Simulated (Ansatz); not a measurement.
`CCC(C)(CC(C)(CC(C)(C)C(=O)OCc1ccccc1)C(=O)OC(C)(C)C)C(=O)OCC1CO1`. The state is a singlet with charge 0. Geometry PBE-D4/def2-SVP, basis def2-SVP, Ansatz.

```json
{"run": "A", "HOMO (eV)": "-6.95", "LUMO (eV)": "-0.61"}
{"run": "B", "HOMO (eV)": "-5.95", "LUMO (eV)": "-1.38"}
{"run": "C", "HOMO (eV)": "-6.77", "LUMO (eV)": "-0.93"}
{"run": "D", "HOMO (eV)": "-7.22", "LUMO (eV)": "-0.48"}
{"run": "E", "HOMO (eV)": "-9.16", "LUMO (eV)": "3.24"}
{"run": "F", "HOMO (eV)": "-6.30", "LUMO (eV)": "-1.26"}
```

B3LYP takes the VWN-RPA correlation. Single mean-field runs in def2-SVP are fitted with def2-universal-jkfit.

The runs used B3LYP, HF, PBE, PBE0, r2SCAN, r2SCANh. Estimate which is which.

A B3LYP (20 % exact exchange); B PBE (0 % exact exchange); C r2SCANh (10 % exact exchange); D PBE0 (25 % exact exchange); E HF (100 % exact exchange); F r2SCAN (0 % exact exchange). Exact exchange lowers occupied and raises empty levels; among semilocal functionals meta-GGAs tend to open the gap a little, and such runs are hard to tell apart. The gap grows from 4.57 eV (PBE) to 12.40 eV (HF).
